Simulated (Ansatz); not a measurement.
```xyz
2

O     0.0000    0.0000   -0.5315
O     0.0000    0.0000    0.5315
```

Basis set: 6-31G (spherical functions). Frozen core: 2 orbitals. Charge 0, multiplicity 3.

Computed with Ansatz (development build ahead of 0.2.0); the reference of a correlated method needn't be the lowest determinant of its kind.

Problem. Give the atomization energy at this shape (free ground-state atoms in the same class of orbitals less the molecule, no zero-point energy) of triplet O₂ by UHF-CCSD(T), UHF-BCCD(T).

Solution.

| method | atomization energy |
| --- | --- |
| UHF-CCSD(T) | 95.3 kJ/mol |
| UHF-BCCD(T) | 95.1 kJ/mol |

Caution: the reference determinant was not shown to be the lowest; the shape is not the minimum.

This basis has no polarisation functions and is too small for such energies, which can lie far from measured ones in either direction.
